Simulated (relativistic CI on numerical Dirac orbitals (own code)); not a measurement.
## One change at a time: Co¹²⁺

Base calculation: Dirac-Coulomb-Breit CI, orbitals from a KLI potential per configuration, model QED, unscaled Slater integrals.

Configurations in the expansion (outside the closed core [Ne]): 3s²3p³, 3s3p⁴, 3s²3p²3d, 3p⁵, 3s3p³3d, 3p⁴3d, 3s3p²3d², 3s²3p²4s, 3s²3p3d4p, 3s²3p²4p, 3p⁴4s, 3p⁴4p, 3s3p²3d4s, 3s²3p²4d, 3s3p³4s, 3s²3p²4f, 3s3p³4p, 3p³3d4p, 3s3p³4d, 3s²3p²5s, 3s3p³4f, 3s²3p²5p, 3s²3p4s4p, 3s²3p²5d, 3s²3p²5f, 3s²3p²5g, 3s3p²4s², 3s3p³5s, 3s²3p²6s, 3s²3p3d², 3s²3d³, 3s3p3d³, 3s²3d²4s, 3s²3d²4p, 3s²3d²4d, 3p³3d², 3p²3d³, 3p²3d²4s, 3p²3d²4p, 3p²3d²4d, 3s²3p3d4s, 3s3p3d²4s, 3s²3d4s², 3s²3d4s4p, 3s²3d4s4d, 3s3p²3d4p, 3s3p3d²4p, 3s3p3d4s4p, 3s3p3d4p², 3s3p3d4p4d, 3p³3d4s, 3p²3d4s², 3p²3d4s4p, 3p²3d4s4d, 3s²3p4s², 3s3p3d4s², 3s²4s²4p, 3s²4s²4d, 3s²3p4p², 3s²3d4p², 3s²4s4p², 3s²4p³, 3s²4p²4d. Double excitations out of closed p, d and f shells are left out; levels of such configurations are missing from the list, as are those of other unlisted configurations, and high levels can miss mixing partners. These lack a partner that the ground configuration has and come out too high: 3s²3p²4f, 3s3p³4d, 3s²3p²5s, 3s3p³4f, 3s²3p²5p.

Variants: (1) valence Slater integrals scaled by 0.9; (2) Breit term removed; (3) QED terms removed. Shifts of the energy above 3s²3p³ ⁴S°3/2, in cm⁻¹, for the lowest level and the first level of each name with at least 55 % of one term (blank where a level changes its place among those of its configuration and J or its character, or is not in the variant):

| Level | Base | Δ(1) | Δ(2) | Δ(3) |
| --- | --- | --- | --- | --- |
| 3s²3p³ ⁴S°3/2 | 0 | 0 | 0 | 0 |
| 3s²3p³ ²D°3/2 | 46362 | -4624 | -122 | +11 |
| 3s²3p³ ²D°5/2 | 52243 | -4343 | +237 | -12 |
| 3s²3p³ ²P°1/2 | 83198 | -6869 | +116 | -1 |
| 3s²3p³ ²P°3/2 | 91556 | -6273 | +510 | -34 |
| 3s3p⁴ ⁴P5/2 | 294622 | +5108 | -109 | +623 |
| 3s3p⁴ ⁴P3/2 | 306395 | +5251 | +111 | +592 |
| 3s3p⁴ ⁴P1/2 | 311528 | +5138 | +210 | +582 |
| 3s3p⁴ ²D3/2 | 368120 | +548 | +109 | +533 |
| 3s3p⁴ ²D5/2 | 370722 | +615 | +334 | +527 |
| 3s²3p²3d ⁴F3/2 | 459870 |  | +440 | +47 |
| 3s²3p²3d ⁴F5/2 | 464483 | +679 | +673 | +32 |
| 3s²3p²3d ⁴F7/2 | 471331 | +777 | +1001 | +12 |
| 3s²3p²3d ²F5/2 | 478666 | -504 | +743 | +33 |
| 3s²3p²3d ⁴F9/2 | 479732 | +711 | +1403 | -8 |
| 3s²3p²3d ⁴D1/2 | 482911 |  | +709 | +34 |
| 3s²3p²3d ⁴D3/2 | 484142 |  | +809 | +27 |
| 3s²3p²3d ⁴D5/2 | 489821 | -313 | +1102 | +7 |
| 3s²3p²3d ²G7/2 | 538580 | -5540 | +1037 | +8 |
| 3s²3p²3d ²G9/2 | 542443 | -5468 | +1359 | -7 |
| 3s²3p²3d ⁴P5/2 | 556676 | -8449 | +881 | +87 |
| 3s²3p²3d ⁴P3/2 | 561928 |  | +851 | +81 |

At this charge energies of transitions that change n are usually good to better than 1 %, and those within a shell (Δn = 0) to a few per cent.

Ionisation energy from the two ground configurations alone: base 373.683 eV; valence Slater integrals scaled by 0.9 373.236 eV. The NIST ASD value (semi-empirical) is 378.5 eV.

LS names give the leading component of a level, which can be under half, so a name can repeat, a term be missing and a line seem to break the LS rules.
